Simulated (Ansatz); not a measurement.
Wavefunction ladder for F$_{4}$H$_{2}$O$_{2}$W (`[OH][W]([OH])([F])([F])([F])[F]`)

Cartesian coordinates in Å:
```
O 1.245 1.033 -0.476
W 0.014 -0.176 0.165
O -1.364 0.431 -0.893
F 1.305 -0.898 1.295
F -1.113 -1.457 0.909
F -0.469 0.951 1.559
F 0.509 -1.450 -1.093
H 2.162 1.294 -0.375
H -2.289 0.272 -1.090
```

Charge 0, multiplicity 1. Correlated methods include outer-core shells of W, which these sets cover unevenly. W: def2 effective core potential. The geometry is a stationary point of PBE0-D4/def2-TZVP. It is one conformer, not always the lowest. Frozen core, restricted reference, the Gaussian-basis code of Ansatz.

```
     basis     HF (Eh)  MP2 corr.  CCSD corr.       (T)  CCSD(T) total
  def2-SVP  -614.77480   -1.50594    -1.47433  -0.04863     -616.29776
def2-TZVPP  -615.51967   -1.99059           –         –              –
def2-QZVPP  -615.54666   -2.18587           –         –              –
```
